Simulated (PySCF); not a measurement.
ClO2W, charge +1, multiplicity 1. Atoms are numbered in the order given.

```xyz
4

W      0.2624    -0.1857     0.0000
O      0.8393     0.6801     1.3222
O      0.8393     0.6801    -1.3222
Cl    -1.9322     0.1683     0.0000
```
Charge +1, spin multiplicity 1.

Coordinates come from a B3LYP-D3(BJ)/def2-SVP optimisation. The spin state was assumed, not searched. The isomer is the one that the SMILES or the coordinates give; other isomers of the formula were not compared. The def2 effective core potentials stand for the cores of W; spin–orbit coupling is left out.

Method: M06-2X/def2-TZVPD in PySCF.

Mulliken values depend strongly on the basis, most of all with diffuse functions as here. ESP charges are fitted to the potential on shells at 1.4 to 2.0 van der Waals radii. Atomic charges (e):

| atom | Mulliken | ESP fit |
|---|---|---|
| W1 | 1.80 | … |
| O2 | -0.30 | … |
| O3 | -0.30 | … |
| Cl4 | -0.21 | … |

Question: Fill in the missing entries. (The exact figures need the calculation; the answer reports its results.)

Answer: 
- W1, ESP fit: 1.92
- O2, ESP fit: -0.41
- O3, ESP fit: -0.41
- Cl4, ESP fit: -0.10
